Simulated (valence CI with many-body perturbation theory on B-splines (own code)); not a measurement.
Results of a calculation; reference values are marked as such.
# Ladder of approximations for W³³⁺

Method: relativistic CI+MBPT: five valence electrons over a frozen Dirac-Fock core [Kr], a basis of 7 s, 7 p, 8 d, 6 f, 4 g, 1 h functions for each j, with the one-electron correlation potential Σ1, the two-electron term Σ2, the three-electron term Σ3, Breit, model QED; selected CI, second order for the rest (own B-spline code, finite nucleus).

No measured spectrum was set against this ion. As an estimate, large intervals hold to a few tenths of a per cent, small ones and those within an open d or f shell to about a per cent. Only levels of the ground parity were solved; by the run's estimate the other parity begins above the list, which can be wrong where configurations are misplaced.

Each rung adds one term. CI alone is the Dirac-Coulomb CI over the frozen core; QED comes last and gives the full result, which names the levels. Energies are above (4d3/2^4 4d5/2) J=5/2 on the same rung, in cm⁻¹.

Levels are named by their leading jj configuration (3d3/2^4 stands for four electrons in 3d with j = 3/2), which in mixed levels can hold well under half, so a name can repeat and another be missing. Letters in brackets count levels of one name in rising energy.

```csv
Level,CI alone,Σ1,Σ2,Σ3,Breit,QED,Full
(4d3/2^3 4d5/2^2) J=5/2 [a],102555,+691,+677,+948,-2620,+353,102603
(4d3/2^3 4d5/2^2) J=7/2 [a],143743,+710,-1641,-321,-2934,+347,139903
(4d3/2^3 4d5/2^2) J=3/2 [a],145954,+701,-100,-600,-2434,+349,143872
(4d3/2^3 4d5/2^2) J=11/2,153907,+741,-3139,-393,-3860,+350,147607
(4d3/2^3 4d5/2^2) J=9/2,165553,+755,-2920,-623,-3424,+360,159702
(4d3/2^3 4d5/2^2) J=5/2 [b],172414,+777,-1931,-786,-3151,+377,167700
(4d3/2^3 4d5/2^2) J=1/2,177807,+793,-511,-965,-2848,+390,174666
(4d3/2^3 4d5/2^2) J=7/2 [b],190343,+751,-3354,-1909,-3029,+355,183157
(4d3/2^3 4d5/2^2) J=3/2 [b],229738,+843,+71,-1798,-2880,+412,226386
(4d3/2^2 4d5/2^3) J=5/2 [a],243625,+1356,+1088,+201,-5095,+688,241863
(4d3/2^2 4d5/2^3) J=7/2 [a],269964,+1441,-1138,-285,-5770,+717,264930
(4d3/2^2 4d5/2^3) J=11/2,277694,+1471,-2869,-257,-6593,+717,270164
(4d3/2^2 4d5/2^3) J=9/2 [a],281891,+1446,-2214,-565,-6181,+711,275088
(4d3/2^2 4d5/2^3) J=1/2 [a],287346,+1466,-467,-690,-5283,+728,283100
(4d3/2^2 4d5/2^3) J=13/2,298563,+1503,-4446,-736,-7384,+722,288222
(4d3/2^2 4d5/2^3) J=3/2 [a],292224,+1440,+2100,-916,-5345,+728,290232
(4d3/2^2 4d5/2^3) J=5/2 [b],299936,+1456,-1426,-1128,-5680,+719,293879
(4d3/2^2 4d5/2^3) J=9/2 [b],318584,+1460,-475,-1414,-6119,+723,312759
(4d3/2^2 4d5/2^3) J=7/2 [b],327655,+1487,-3515,-1881,-6244,+723,318224
(4d3/2^2 4d5/2^3) J=5/2 [c],327310,+1458,-220,-1639,-5399,+724,322233
(4d3/2^2 4d5/2^3) J=3/2 [b],336625,+1425,-3054,-3456,-5501,+698,326738
(4d3/2^2 4d5/2^3) J=1/2 [b],348519,+1451,-1226,-2615,-5357,+722,341492
(4d3/2^2 4d5/2^3) J=7/2 [c],351034,+1490,-1376,-2296,-6011,+730,343571
(4d3/2^2 4d5/2^3) J=9/2 [c],377738,+1523,-3315,-2697,-6212,+738,367775
(4d3/2 4d5/2^4) J=5/2 [a],406188,+2093,+2443,-1175,-7837,+1050,402762
(4d3/2^2 4d5/2^3) J=3/2 [c],422432,+1484,-4382,-4130,-5259,+719,410864
(4d3/2^2 4d5/2^3) J=5/2 [d],429841,+1619,-1531,-3690,-5967,+804,421076
(4d3/2 4d5/2^4) J=7/2 [a],437058,+2185,+1338,-1588,-8650,+1098,431441
(4d3/2 4d5/2^4) J=11/2,448254,+2218,-463,-1482,-9525,+1099,440100
(4d3/2 4d5/2^4) J=3/2 [a],445304,+2138,+2190,-1710,-7982,+1081,441020
(4d3/2 4d5/2^4) J=9/2,469470,+2178,-1383,-2492,-8920,+1082,459935
```

The middle columns are the shifts that each term adds.

Problem. How does the ionisation energy move along the ladder, and which term matters most?

Solution. CI alone 1378.4, + Σ1 1380.9, + Σ2 1384.2, + Σ3 1384.3, + Breit 1383.9, + QED 1383.9 eV. The largest step is Σ2, 3.3 eV. NIST lists 1386.8 ± 1.4 eV (semi-empirical).
